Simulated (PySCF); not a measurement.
# ECD: `CS[C@@]1(F)CC[S@@]1=O`, C4H7FOS2

Geometry:
```json
{"atom": "C1", "x (Å)": "2.614", "y (Å)": "-0.246", "z (Å)": "-0.160"}
{"atom": "S2", "x (Å)": "1.533", "y (Å)": "1.097", "z (Å)": "0.405"}
{"atom": "C3", "x (Å)": "0.001", "y (Å)": "0.151", "z (Å)": "0.445"}
{"atom": "F4", "x (Å)": "0.069", "y (Å)": "-0.850", "z (Å)": "1.364"}
{"atom": "C5", "x (Å)": "-1.296", "y (Å)": "0.940", "z (Å)": "0.543"}
{"atom": "C6", "x (Å)": "-2.085", "y (Å)": "0.118", "z (Å)": "-0.469"}
{"atom": "S7", "x (Å)": "-0.542", "y (Å)": "-0.583", "z (Å)": "-1.250"}
{"atom": "O8", "x (Å)": "-0.578", "y (Å)": "-2.033", "z (Å)": "-1.192"}
{"atom": "H9", "x (Å)": "3.604", "y (Å)": "0.178", "z (Å)": "-0.284"}
{"atom": "H10", "x (Å)": "2.239", "y (Å)": "-0.625", "z (Å)": "-1.108"}
{"atom": "H11", "x (Å)": "2.630", "y (Å)": "-1.031", "z (Å)": "0.590"}
{"atom": "H12", "x (Å)": "-1.711", "y (Å)": "0.955", "z (Å)": "1.551"}
{"atom": "H13", "x (Å)": "-1.134", "y (Å)": "1.964", "z (Å)": "0.209"}
{"atom": "H14", "x (Å)": "-2.642", "y (Å)": "-0.701", "z (Å)": "-0.022"}
{"atom": "H15", "x (Å)": "-2.707", "y (Å)": "0.674", "z (Å)": "-1.162"}
```

The calculation used PySCF, TDDFT wB97X-D/aug-cc-pVDZ circular dichroism and optical rotation, one conformer, gas phase. Geometry: GFN2-xTB.

The molecule is flexible and this is one conformer; a measurement averages over conformers.

(1) What are the CIP labels of the stereocentres?

(2) Which excitations and rotatory strengths does the calculation give?

## Answers

(1) C3 S, S7 S.

(2) Rotatory strengths R in 10⁻⁴⁰ esu² cm², velocity form and length form (origin at the centre of mass); f in length form.
```csv
state,E (eV),λ (nm),f,R (velocity),R (length),main
1,5.21,238,0.041,-24.0,-23.9,"HOMO→LUMO+2 0.21, HOMO→LUMO+4 0.20"
2,5.46,227,0.009,+16.6,+17.7,"HOMO−1→LUMO+1 0.19, HOMO−1→LUMO+2 0.14"
3,5.56,223,0.0009,+2.9,+1.2,"HOMO→LUMO+1 0.15, HOMO→LUMO+5 0.14"
4,6.19,200,0.008,-4.2,-2.3,"HOMO→LUMO+9 0.16, HOMO−1→LUMO+2 0.10"
5,6.23,199,0.013,+13.0,+11.8,"HOMO−1→LUMO+4 0.20, HOMO−1→LUMO+3 0.09"
6,6.39,194,0.048,-12.4,-12.4,"HOMO→LUMO 0.50, HOMO→LUMO+2 0.10"
7,6.52,190,0.001,+10.4,+11.8,"HOMO−1→LUMO 0.18, HOMO−1→LUMO+1 0.15"
8,6.63,187,0.026,-3.4,-3.9,"HOMO−1→LUMO 0.33, HOMO→LUMO+1 0.12"
9,6.88,180,0.036,+34.7,+35.0,"HOMO−2→LUMO+4 0.19, HOMO−2→LUMO+2 0.16"
10,6.95,178,0.008,+1.2,+2.3,"HOMO→LUMO+7 0.13, HOMO−1→LUMO+4 0.10"
11,7.06,176,0.015,-19.1,-19.4,"HOMO→LUMO+3 0.38, HOMO→LUMO+4 0.14"
12,7.20,172,0.003,-7.4,-6.2,"HOMO−2→LUMO+1 0.10, HOMO−2→LUMO+5 0.08"
13,7.24,171,0.015,+13.8,+13.6,"HOMO→LUMO+2 0.18, HOMO→LUMO+5 0.13"
14,7.33,169,0.043,+0.9,+0.8,HOMO−1→LUMO+3 0.26
15,7.36,168,0.028,+20.2,+20.1,"HOMO−1→LUMO+4 0.13, HOMO→LUMO+1 0.09"
16,7.39,168,0.148,-63.1,-63.4,"HOMO−1→LUMO+9 0.13, HOMO−2→LUMO+9 0.12"
```

Among the states computed, the strongest CD band (largest |R|) is state 16. The largest dissymmetry factor in size, g = 4R/(D+G), with D and G the electric and magnetic dipole strengths, is +0.093 for state 7 (velocity form, f = 0.001), among bands with |R| over 0.5. The mirror image has the same energies and oscillator strengths and all R with the opposite sign.
